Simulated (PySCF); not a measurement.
Electron correlation in Ta²⁺ (tantalum, charge +2)

[Xe] 4f14 5d2 6s1, high-spin 4F determinant (an excited configuration). All numbers are calculated (PySCF 2.14, a scalar-relativistic core potential, in def2-QZVPPD with the def2 core potential (60 electrons) (7s6p4d3f2g, 84 functions)). Frozen: nothing; 11 electrons correlated.

| level | correlation energy (mhartree) |
| --- | --- |
| CCSD | -260.41 |
| (T) | -5.80 |
| CCSD(T) | -266.21 |

Diagnostics: T1 = 0.0065, D1 = 0.0243, largest double amplitude 0.021.

Spin-orbit coupling, absent here, splits the open shell strongly.

Cost of the coupled-cluster step: of the order of 50 core-seconds, for 11 correlated electrons.

The basis has no tight functions for the innermost shells, so their pair energies are far from complete.

This basis was not built for core-valence correlation, so the inner-shell part is incomplete.
